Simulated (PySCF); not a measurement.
Species: C7H10BFO2.
Z-matrix (Å and degrees, PBE0-D3(BJ)/def2-SVP geometry), rows numbered from 1:
```
C 
C   1  1.3320
C   2  1.5048  1  124.13
C   3  1.4952  2  109.46  1  -117.94
O   4  1.2729  3  117.59  2   -77.64
B   5  1.5520  4  121.30  3   166.32
C   6  1.5948  5  109.36  4   -82.27
O   6  1.5488  5  105.23  4    35.50
C   8  1.2695  6  119.57  5   -34.50
C   9  1.3872  8  122.91  6    13.65
F  10  1.3386  4  120.41  3    -0.69
H   1  1.0945  2  121.59  3    -0.32
H   1  1.0929  2  121.16  3   179.95
H   2  1.0959  1  120.28  3  -178.83
H   3  1.1027  2  109.96  1   125.05
H   3  1.0977  2  110.84  1     3.92
H   6  1.2134  5  107.17  4   149.48
H   7  1.1023  6  110.29  5   -62.48
H   7  1.1041  6  113.71  5    58.22
H   7  1.1019  6  110.64  5   179.30
H   9  1.1007  8  117.47  6  -169.55
```

Method used: PySCF 2.14.0, PBE0-D3(BJ)/def2-SVP geometry optimisation, gas phase.

Masses are those of the commonest isotopes; rigid-rotor values at the optimised geometry. The values belong to one conformer with, in the numbering `[CH2:1]=[CH:2][CH2:3][C:4]1=[O+:5][B@@H-:6]([CH3:7])[O:8][CH:9]=[C:10]1[F:11]`, C1–C2–C3–C4 -118°, C2–C3–C4–O5 -78°, C4–O5–B6–C7 -82°, O5–B6–O8–C9 -35°, B6–O8–C9–C10 14°, C3–C4–C10–C9 167°.

What are A, B and C (cm⁻¹)?

Ia = 309.25, Ib = 599.60, Ic = 763.96 u·Å²; 505379 MHz·u·Å²/I gives 1634, 842.9 and 661.5 MHz, that is A = 0.05451, B = 0.02811, C = 0.02207 cm⁻¹.

What kind of rotor is it?

An asymmetric top: κ = (2 × 842.9 − 1634 − 661.5)/(1634 − 661.5) = -0.63.

Is it planar, by Δ = Ic − Ia − Ib?

Not planar: Δ = Ic − Ia − Ib = -144.89 u·Å². For a rigid frame Δ = −2 Σ m c², so Σ m c² = 72.45 u·Å² lies off the ab plane: 16.42 from hydrogen and 56.02 from heavier atoms. The atom farthest from that plane is 1.98 Å away.

Give the coordinates in the principal-axis frame, origin at the centre of mass.

The sense of each axis is arbitrary; atoms in the order of the calculation.
```csv
atom,mass (u),a (Å),b (Å),c (Å)
C1,12.000,3.456,-0.578,0.782
C2,12.000,2.457,-0.966,-0.009
C3,12.000,1.733,-0.056,-0.963
C4,12.000,0.292,0.028,-0.576
O5,15.995,-0.460,-0.950,-0.889
B6,11.009,-1.875,-1.110,-0.271
C7,12.000,-1.751,-1.797,1.163
O8,15.995,-2.415,0.333,-0.113
C9,12.000,-1.613,1.274,0.173
C10,12.000,-0.235,1.142,0.089
F11,18.998,0.554,2.174,0.412
H12,1.008,3.822,0.454,0.780
H13,1.008,3.948,-1.281,1.459
H14,1.008,2.100,-2.001,0.021
H15,1.008,1.765,-0.476,-1.982
H16,1.008,2.185,0.945,-0.967
H17,1.008,-2.567,-1.666,-1.098
H18,1.008,-1.324,-2.808,1.067
H19,1.008,-1.116,-1.236,1.871
H20,1.008,-2.744,-1.909,1.628
H21,1.008,-2.050,2.247,0.450
```

Predict some low-J microwave lines.

The dipole components are |μa| = 2.66 D, |μb| = 2.04 D, |μc| = 0.10 D. Intensities carry the squares of the components, which stand as 1.00 : 0.59 : 0.00 (a : b : c). Some lines, for components of 0.1 D or more:

```
type  branch         J(Ka,Kc)    MHz  lower level (cm⁻¹)
   c       Q  1(1,1) ← 1(0,1)    791               0.050
   a       R  1(0,1) ← 0(0,0)   1504               0.000
   b       Q  3(2,1) ← 3(1,2)   2256               0.348
   b       R  1(1,1) ← 0(0,0)   2296               0.000
   c       Q  2(2,1) ← 2(1,1)   2374               0.189
   b       Q  2(2,0) ← 2(1,1)   2402               0.189
   a       R  2(1,2) ← 1(1,1)   2827               0.077
   a       R  2(1,1) ← 1(1,0)   3190               0.083
   b       R  2(1,2) ← 1(0,1)   3619               0.050
   c       Q  4(3,2) ← 4(2,2)   4116               0.631
   c       Q  3(3,1) ← 3(2,1)   4292               0.423
   b       Q  3(3,0) ← 3(2,1)   4294               0.423
   a       R  3(0,3) ← 2(0,2)   4406               0.150
   b       Q  3(3,1) ← 3(2,2)   4426               0.419
   b       R  3(1,3) ← 2(0,2)   4863               0.150
   c       R  2(2,0) ← 1(1,0)   5592               0.083
   b       R  2(2,0) ← 1(1,1)   5773               0.077
   b       R  4(1,4) ← 3(0,3)   6063               0.297
   b       R  3(3,0) ← 2(2,1)   8942               0.268
   c       R  4(2,3) ← 3(1,3)   9202               0.312
   c       R  4(3,1) ← 3(2,1)  10376               0.423
   c       R  4(4,0) ← 3(3,0)  12195               0.567
```

Estimate the classical rotational partition function at 50 K, 200 K and 500 K.

Point group C1, symmetry number σ = 1; q = (√π/σ)·√((kT/h)³/(ABC)), k/h = 20836.6 MHz/K: 62400 at 50 K, 500000 at 200 K, 1970000 at 500 K.

No frequency check. These are rigid-rotor constants of the computed structure; measured ground-state constants (B0) also hold zero-point vibration. A rigid rotor knows nothing of internal rotation, which can split or shift real lines. Quadrupole hyperfine structure (11B) is left out.
